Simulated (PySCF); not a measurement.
**Basis-set dependence of population analyses: `C=CS[SiH2]O`**

Compound: C2H6OSSi.
Cartesian coordinates in Å at the PBE0-D3(BJ)/def2-SVP level; atoms count from 1:
```
atom  x, y, z in Å
C1    -1.9326   -0.0975    0.3268
C2    -1.4077    0.2638   -0.8478
S3     0.1904    0.9481   -1.1522
Si4    1.3512    0.0181    0.4129
O5     2.9453    0.1209   -0.0293
H6    -1.4082    0.0243    1.2789
H7    -2.9363   -0.5282    0.3666
H8    -1.9912    0.1557   -1.7684
H9     1.2612    0.7292    1.7147
H10    0.8422   -1.3796    0.5443
H11    3.1848   -0.2767   -0.8720
```

PBE0 throughout (PySCF), one geometry, spherical d and f functions. One conformer (not necessarily the lowest) at the PBE0-D3(BJ)/def2-SVP geometry, without solvent, vibrations or thermal averaging. The first 7 of 10 kinds of atom are listed.

Mulliken charges (e):

```
        basis  functions      C1      C2      S3     Si4      O5      H6      H7
       STO-3G         39  -0.197  -0.183  -0.018  +0.624  -0.428  +0.068  +0.079
        6-31G         65  -0.320  -0.447  -0.043  +0.800  -0.786  +0.180  +0.180
     pcSseg-0         65  -0.403  -0.513  -0.184  +0.865  -0.824  +0.237  +0.240
       6-31G*         90  -0.373  -0.310  -0.120  +0.622  -0.724  +0.193  +0.187
      cc-pVDZ        108  -0.039  -0.172  -0.147  +0.439  -0.347  +0.063  +0.055
     def2-SVP        108  -0.080  -0.133  -0.235  +0.575  -0.403  +0.071  +0.064
  aug-cc-pVDZ        177  +0.550  +0.568  -0.155  +0.180  -0.683  -0.458  -0.346
6-311+G(2d,p)        187  -0.414  +0.036  -0.157  +0.604  -0.646  +0.133  +0.130
    def2-TZVP        203  -0.307  -0.082  -0.171  +0.361  -0.521  +0.149  +0.136
      cc-pVTZ        242  -0.267  -0.118  -0.156  +0.355  -0.341  +0.128  +0.129
     IGLO-III        253  -0.275  -0.143  -0.229  +1.022  -0.620  +0.105  +0.104
```

IAO charges (e):

```tsv
basis	functions	C1	C2	S3	Si4	O5	H6	H7
STO-3G	39	-0.306	-0.259	-0.024	+0.765	-0.568	+0.119	+0.134
6-31G	65	-0.333	-0.236	-0.135	+0.759	-0.727	+0.147	+0.167
pcSseg-0	65	-0.322	-0.239	-0.142	+0.762	-0.705	+0.141	+0.163
6-31G*	90	-0.322	-0.237	-0.145	+0.903	-0.761	+0.143	+0.159
cc-pVDZ	108	-0.329	-0.236	-0.139	+0.895	-0.759	+0.145	+0.159
def2-SVP	108	-0.321	-0.233	-0.138	+0.908	-0.755	+0.141	+0.155
aug-cc-pVDZ	177	-0.341	-0.239	-0.140	+0.904	-0.784	+0.150	+0.165
6-311+G(2d,p)	187	-0.339	-0.245	-0.138	+0.934	-0.793	+0.150	+0.164
def2-TZVP	203	-0.338	-0.246	-0.138	+0.946	-0.793	+0.150	+0.164
cc-pVTZ	242	-0.339	-0.243	-0.141	+0.934	-0.788	+0.150	+0.164
IGLO-III	253	-0.341	-0.247	-0.133	+0.939	-0.796	+0.151	+0.164
```

Hirshfeld charges (e):

```
        basis  functions      C1      C2      S3     Si4      O5      H6      H7
       STO-3G         39  -0.101  -0.045  -0.072  +0.446  -0.261  +0.018  +0.024
        6-31G         65  -0.104  -0.053  -0.112  +0.373  -0.322  +0.049  +0.056
     pcSseg-0         65  -0.107  -0.056  -0.096  +0.404  -0.320  +0.039  +0.054
       6-31G*         90  -0.100  -0.048  -0.111  +0.348  -0.297  +0.051  +0.054
      cc-pVDZ        108  -0.105  -0.054  -0.081  +0.356  -0.290  +0.047  +0.052
     def2-SVP        108  -0.109  -0.055  -0.070  +0.362  -0.296  +0.046  +0.053
  aug-cc-pVDZ        177  -0.114  -0.066  -0.068  +0.370  -0.307  +0.049  +0.055
6-311+G(2d,p)        187  -0.110  -0.067  -0.070  +0.368  -0.308  +0.049  +0.053
    def2-TZVP        203  -0.110  -0.062  -0.071  +0.360  -0.304  +0.049  +0.054
      cc-pVTZ        242  -0.109  -0.060  -0.075  +0.361  -0.300  +0.048  +0.054
     IGLO-III        253  -0.117  -0.067  -0.053  +0.360  -0.305  +0.046  +0.053
```

ESP-fitted charges (e):

| basis | functions | C1 | C2 | S3 | Si4 | O5 | H6 | H7 |
| --- | --- | --- | --- | --- | --- | --- | --- | --- |
| STO-3G | 39 | -0.329 | +0.004 | -0.217 | +0.744 | -0.555 | +0.102 | +0.108 |
| 6-31G | 65 | -0.419 | -0.066 | -0.336 | +0.799 | -0.801 | +0.185 | +0.180 |
| pcSseg-0 | 65 | -0.463 | -0.051 | -0.377 | +0.917 | -0.779 | +0.207 | +0.194 |
| 6-31G* | 90 | -0.386 | -0.116 | -0.241 | +0.509 | -0.592 | +0.182 | +0.172 |
| cc-pVDZ | 108 | -0.365 | -0.140 | -0.193 | +0.443 | -0.536 | +0.172 | +0.166 |
| def2-SVP | 108 | -0.371 | -0.122 | -0.215 | +0.531 | -0.571 | +0.172 | +0.165 |
| aug-cc-pVDZ | 177 | -0.405 | -0.116 | -0.191 | +0.432 | -0.535 | +0.186 | +0.175 |
| 6-311+G(2d,p) | 187 | -0.415 | -0.138 | -0.179 | +0.450 | -0.571 | +0.191 | +0.182 |
| def2-TZVP | 203 | -0.417 | -0.115 | -0.186 | +0.451 | -0.556 | +0.188 | +0.181 |
| cc-pVTZ | 242 | -0.406 | -0.109 | -0.194 | +0.447 | -0.531 | +0.185 | +0.175 |
| IGLO-III | 253 | -0.395 | -0.147 | -0.160 | +0.400 | -0.529 | +0.182 | +0.176 |

**Question.** Which scheme is steadiest as the basis changes?

**Answer.** Largest range over the bases for any column: Hirshfeld 0.10 e, IAO 0.23 e, ESP-fitted 0.52 e, Mulliken 1.08 e. Hirshfeld charges move least and Mulliken charges most, counted in e. Without the minimal STO-3G basis the ranges are Hirshfeld 0.06, IAO 0.19, ESP-fitted 0.52, Mulliken 1.08 e.

**Question.** How much do the charges still move between the two largest bases, cc-pVTZ and IGLO-III?

**Answer.** At most, over all atoms: Mulliken 0.666 e, IAO 0.008 e, Hirshfeld 0.022 e, ESP-fitted 0.048 e.

**Question.** What do the same runs give for the total energy, the frontier levels and the dipole moment?

**Answer.** 
```json
{"basis": "STO-3G", "energy (Eh)": "-832.5498", "HOMO (eV)": "-3.46", "LUMO (eV)": "3.79", "μ (D)": "1.27"}
{"basis": "6-31G", "energy (Eh)": "-842.1562", "HOMO (eV)": "-6.76", "LUMO (eV)": "0.04", "μ (D)": "2.45"}
{"basis": "pcSseg-0", "energy (Eh)": "-841.1289", "HOMO (eV)": "-7.00", "LUMO (eV)": "-0.17", "μ (D)": "2.33"}
{"basis": "6-31G*", "energy (Eh)": "-842.2741", "HOMO (eV)": "-6.62", "LUMO (eV)": "0.15", "μ (D)": "1.79"}
{"basis": "cc-pVDZ", "energy (Eh)": "-842.3268", "HOMO (eV)": "-6.66", "LUMO (eV)": "-0.01", "μ (D)": "1.56"}
{"basis": "def2-SVP", "energy (Eh)": "-841.9902", "HOMO (eV)": "-6.72", "LUMO (eV)": "-0.08", "μ (D)": "1.61"}
{"basis": "aug-cc-pVDZ", "energy (Eh)": "-842.3477", "HOMO (eV)": "-6.80", "LUMO (eV)": "-0.53", "μ (D)": "1.55"}
{"basis": "6-311+G(2d,p)", "energy (Eh)": "-842.3984", "HOMO (eV)": "-6.81", "LUMO (eV)": "-0.49", "μ (D)": "1.61"}
{"basis": "def2-TZVP", "energy (Eh)": "-842.4168", "HOMO (eV)": "-6.79", "LUMO (eV)": "-0.33", "μ (D)": "1.57"}
{"basis": "cc-pVTZ", "energy (Eh)": "-842.4170", "HOMO (eV)": "-6.77", "LUMO (eV)": "-0.25", "μ (D)": "1.52"}
{"basis": "IGLO-III", "energy (Eh)": "-842.4167", "HOMO (eV)": "-6.76", "LUMO (eV)": "-0.37", "μ (D)": "1.48"}
```

The dipole is fixed by the density alone, so its range of 1.18 D shows that the density itself changes with the basis, not only its division among atoms.
